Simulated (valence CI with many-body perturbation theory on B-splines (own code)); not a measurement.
Sm⁴⁹⁺: magnetic and hyperfine properties of the levels

Computed by configuration interaction combined with many-body perturbation theory (CI+MBPT): three valence electrons over a frozen Dirac-Fock core [Ne], a basis of 11 s, 11 p, 10 d, 8 f, 5 g, 2 h functions for each j, with the one-electron correlation potential Σ1, the two-electron term Σ2, the three-electron term Σ3, Breit, model QED; selected CI, second order for the rest, scaled by the run's own slope (own B-spline code, finite nucleus).

No measured spectrum was set against this ion. As an estimate, large intervals hold to a few tenths of a per cent, small ones and those within an open d or f shell to about a per cent.

A/g_I is the dipole constant over the nuclear g factor μ/I (μ in nuclear magnetons, uniformly magnetised nucleus), B/Q the quadrupole constant per barn. Both hold the static response of the core; the bare values leave it out. Large factors of s and p1/2 electrons are usually good to 5 to 10 %; those of open d and f shells near neutrality can be off by tens of per cent, and small factors of p3/2, d and f electrons come from cancelling terms and can be off by a factor of two or in sign, in half-filled shells by more. B is blank for J = 1/2, where it vanishes, and for nearly pure S terms. Energies count from the lowest level.

Levels are named by their leading jj configuration (3d3/2^4 stands for four electrons in 3d with j = 3/2), which in mixed levels can hold well under half, so a name can repeat and another be missing. Letters in brackets count levels of one name in rising energy.

```csv
Level,E (× 10³ cm⁻¹),g,A/g_I (MHz),A/g_I bare,B/Q (MHz/b),B/Q bare
(3s^2 3p1/2) J=1/2,0.00,0.654,847000,829000,,
(3s 3p1/2^2) J=1/2,1017.7,2.202,2550000,2490000,,
(3s^2 3p3/2) J=3/2,1271.3,1.325,120000,119000,229000,225000
(3s 3p1/2 3p3/2) J=3/2 [a],2106.3,1.651,625000,614000,185000,182000
(3s 3p1/2 3p3/2) J=5/2,2218.6,1.355,746000,731000,158000,155000
(3s 3p1/2 3p3/2) J=3/2 [b],2363.5,0.952,50500,51900,141000,139000
(3s 3p1/2 3p3/2) J=1/2,2430.2,1.222,-848000,-823000,,
(3s^2 3d3/2) J=3/2,2769.0,0.832,34600,36800,42400,43400
(3s^2 3d5/2) J=5/2,2996.9,1.222,70800,71700,27600,29300
(3p1/2^2 3p3/2) J=3/2,3380.7,1.206,83700,85800,181000,179000
(3s 3p3/2^2) J=5/2,3480.7,1.397,598000,587000,95000,93600
(3s 3p1/2 3d3/2) J=3/2 [a],3492.8,0.575,-182000,-176000,66600,66800
(3s 3p1/2 3d3/2) J=5/2,3574.8,1.037,692000,677000,4290,6020
(3s 3p3/2^2) J=1/2,3705.3,1.883,2630000,2560000,,
(3s 3p1/2 3d3/2) J=1/2,3742.5,0.374,-1030000,-1000000,,
(3s 3p3/2^2) J=3/2,3749.6,1.197,-374000,-361000,-53600,-52800
(3s 3p1/2 3d3/2) J=3/2 [b],3766.8,1.310,595000,584000,35000,34900
(3s 3p1/2 3d5/2) J=5/2 [a],3871.4,1.350,246000,243000,39900,41400
(3s 3p1/2 3d5/2) J=7/2,3946.9,1.248,502000,493000,-1550,835
(3s 3p1/2 3d5/2) J=5/2 [b],4018.9,1.052,32800,34700,53900,54900
(3s 3p1/2 3d5/2) J=3/2,4052.9,1.132,-470000,-455000,9380,10700
(3p1/2 3p3/2^2) J=5/2,4618.4,1.150,311000,306000,42900,42500
(3p1/2 3p3/2^2) J=3/2,4651.0,1.377,-13400,-7870,31100,30700
(3p1/2^2 3d3/2) J=3/2,4741.5,0.766,66400,66300,36000,37400
(3p1/2 3p3/2^2) J=1/2,4742.6,0.676,888000,865000,,
(3s 3p3/2 3d3/2) J=3/2 [a],4858.5,1.321,366000,361000,-9660,-10600
(3s 3p3/2 3d3/2) J=1/2 [a],4867.9,2.273,1190000,1170000,,
(3s 3p3/2 3d3/2) J=5/2 [a],4869.6,1.256,327000,323000,68200,66700
(3s 3p3/2 3d3/2) J=7/2,4894.5,1.270,431000,424000,199000,197000
(3s 3p3/2 3d5/2) J=9/2,5014.6,1.325,345000,340000,281000,279000
(3s 3p3/2 3d3/2) J=3/2 [b],5055.2,0.995,23300,25600,-124000,-122000
(3p1/2^2 3d5/2) J=5/2,5111.9,1.194,20900,24200,30100,32000
(3s 3p3/2 3d5/2) J=5/2 [a],5161.1,1.240,305000,301000,-16000,-15200
(3s 3p3/2 3d3/2) J=5/2 [b],5179.3,1.042,112000,112000,55400,56300
(3s 3p3/2 3d3/2) J=1/2 [b],5198.2,0.609,324000,317000,,
(3s 3p3/2 3d5/2) J=7/2 [a],5239.8,1.203,182000,180000,199000,198000
(3s 3p3/2 3d5/2) J=3/2 [a],5247.2,1.165,-149000,-141000,-117000,-115000
(3s 3p3/2 3d5/2) J=7/2 [b],5353.3,1.196,43800,45800,150000,150000
(3s 3p3/2 3d5/2) J=1/2,5424.2,0.689,-636000,-619000,,
(3s 3p3/2 3d5/2) J=3/2 [b],5485.4,1.303,606000,593000,71200,71300
```

Task: Take the isotope of mass number 149, with I = 7/2, μ = -0.6677 μN and Q = 0.075 b. What is the hyperfine structure of (3s^2 3p3/2) J=3/2?

Result: From the table A = -22800 MHz, B = 17100 MHz. Shifts from the centre of gravity in MHz: F = 2: 163000, F = 3: 82400, F = 4: -13600, F = 5: -115000.
